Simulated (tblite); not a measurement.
Compound: C6H12BFO2.
Atom-mapped SMILES: `[CH2:1]=[CH:2][BH2-:3][O+:4]([CH3:5])[C@@H:6]([F:7])[C:8]([CH3:9])=[O:10]` (hydrogens: H11, H12 on C1; H13 on C2; H14, H15 on B3; H16, H17, H18 on C5; H19 on C6; H20, H21, H22 on C9)
Bond orders are those of one Lewis drawing.

Computed with GFN2-xTB (tblite), gas phase: L-BFGS steps from a force-field or distance-geometry start until the largest atomic force falls under 0.01 eV/Å.

Step 68: E = -897.5920 eV
```
atom  x, y, z in Å  |  force x, y, z in eV/Å
C1     -3.4747    0.1237    0.7516   -0.001  -0.007  -0.031
C2     -2.1763    0.3756    0.6688   -0.044  -0.003  -0.003
B3     -1.0227   -0.6940    0.8447    0.001  -0.005  -0.011
O4      0.0060   -0.5609   -0.6094    0.045   0.026   0.040
C5     -0.6282   -0.9149   -1.8318    0.011  -0.019   0.043
C6      0.8698    0.5408   -0.7317    0.027   0.006  -0.027
F7      0.7626    1.3629    0.3406    0.030   0.017  -0.072
C8      2.3301    0.0334   -0.8975    0.011  -0.077  -0.053
C9      3.3404    0.6992   -0.0218   -0.048  -0.026  -0.030
O10     2.5553   -0.8237   -1.7117    0.008   0.175   0.155
H11    -4.2346    0.8918    0.7003    0.012   0.004  -0.022
H12    -3.8426   -0.8800    0.8947    0.005  -0.018   0.023
H13    -1.8929    1.4179    0.5343    0.023   0.003   0.004
H14    -0.2464   -0.4448    1.7012   -0.009  -0.045   0.011
H15    -1.3276   -1.8328    0.7612   -0.007   0.022  -0.044
H16    -1.2644   -1.7669   -1.6093   -0.025   0.010   0.033
H17    -1.2364   -0.0932   -2.2213   -0.025  -0.012   0.025
H18     0.1318   -1.2062   -2.5619   -0.023   0.022   0.001
H19     0.6014    1.1522   -1.6144   -0.004  -0.012  -0.009
H20     2.9808    0.7400    1.0058    0.009  -0.027  -0.056
H21     3.4700    1.7277   -0.3643   -0.001  -0.055   0.042
H22     4.2883    0.1714   -0.0758    0.004   0.022  -0.021
```

Step 69: E = -897.5945 eV
```
atom  x, y, z in Å  |  force x, y, z in eV/Å
C1     -3.4683    0.1208    0.7455   -0.009  -0.009  -0.050
C2     -2.1703    0.3757    0.6693   -0.058   0.001   0.001
B3     -1.0160   -0.6900    0.8524    0.018  -0.019  -0.024
O4      0.0119   -0.5602   -0.6088    0.033   0.057   0.034
C5     -0.6321   -0.9135   -1.8259    0.011  -0.046   0.044
C6      0.8680    0.5463   -0.7384    0.035   0.023  -0.020
F7      0.7590    1.3720    0.3310    0.039   0.019  -0.066
C8      2.3296    0.0424   -0.9066    0.002  -0.078  -0.009
C9      3.3380    0.6910   -0.0155   -0.080  -0.024  -0.041
O10     2.5540   -0.8058   -1.7292    0.029   0.135   0.104
H11    -4.2320    0.8840    0.6823    0.017   0.017  -0.011
H12    -3.8322   -0.8833    0.8893   -0.012  -0.049   0.030
H13    -1.8899    1.4176    0.5331    0.036   0.029  -0.001
H14    -0.2400   -0.4367    1.7072    0.001  -0.042   0.012
H15    -1.3156   -1.8300    0.7681   -0.014   0.019  -0.032
H16    -1.2696   -1.7606   -1.5924   -0.054  -0.009   0.018
H17    -1.2383   -0.0911   -2.2181   -0.023  -0.012   0.046
H18     0.1201   -1.2138   -2.5599   -0.006   0.024  -0.003
H19     0.5899    1.1515   -1.6222    0.015  -0.007  -0.010
H20     2.9671    0.7176    1.0091    0.038  -0.009  -0.070
H21     3.4697    1.7225   -0.3482    0.010  -0.044   0.070
H22     4.2865    0.1630   -0.0697   -0.027   0.024  -0.021
```

Q: Estimate the geometry and energy of step 70. (The exact step hangs on the optimiser's Hessian estimate; all steps are aligned on step 69, rigid shifts and turns removed.)

A: E = -897.5973 eV, largest force 0.150 eV/Å
```
atom  x, y, z in Å  |  force x, y, z in eV/Å
C1     -3.4588    0.1164    0.7334   -0.021  -0.027  -0.063
C2     -2.1609    0.3742    0.6701   -0.046   0.004  -0.004
B3     -1.0031   -0.6859    0.8662    0.017  -0.009  -0.027
O4      0.0221   -0.5590   -0.6080    0.001   0.062   0.026
C5     -0.6380   -0.9129   -1.8164    0.005  -0.053   0.040
C6      0.8654    0.5559   -0.7495    0.020   0.019  -0.022
F7      0.7517    1.3876    0.3145    0.060   0.026  -0.052
C8      2.3273    0.0568   -0.9203    0.003  -0.099  -0.029
C9      3.3311    0.6772   -0.0061   -0.082  -0.014  -0.041
O10     2.5529   -0.7733   -1.7608    0.038   0.118   0.084
H11    -4.2262    0.8745    0.6528    0.032   0.018   0.000
H12    -3.8191   -0.8885    0.8792   -0.024  -0.057   0.035
H13    -1.8821    1.4159    0.5291    0.037   0.031   0.002
H14    -0.2280   -0.4207    1.7184    0.004  -0.043  -0.007
H15    -1.2919   -1.8292    0.7864   -0.021   0.033  -0.026
H16    -1.2820   -1.7506   -1.5694   -0.066  -0.022   0.012
H17    -1.2391   -0.0860   -2.2079   -0.021  -0.027   0.054
H18     0.1015   -1.2268   -2.5581    0.001   0.034   0.015
H19     0.5728    1.1500   -1.6359    0.042   0.001  -0.008
H20     2.9464    0.6819    1.0133    0.049   0.008  -0.050
H21     3.4682    1.7141   -0.3182    0.021  -0.026   0.087
H22     4.2794    0.1480   -0.0604   -0.049   0.023  -0.028
```

The energy changes by -0.0028 eV. The first-order estimate −F·Δx gives -0.0039 eV and the mean of the old and new forces, exact on a quadratic surface, -0.0028 eV. The step makes an angle of 84° with the force vector and moves no atom by more than 0.045 Å.

What follows is the cost of the whole relaxation. On an Arm Neoverse V1 with one thread, no GPU, on a shared host, this took 2.2 s of wall time.
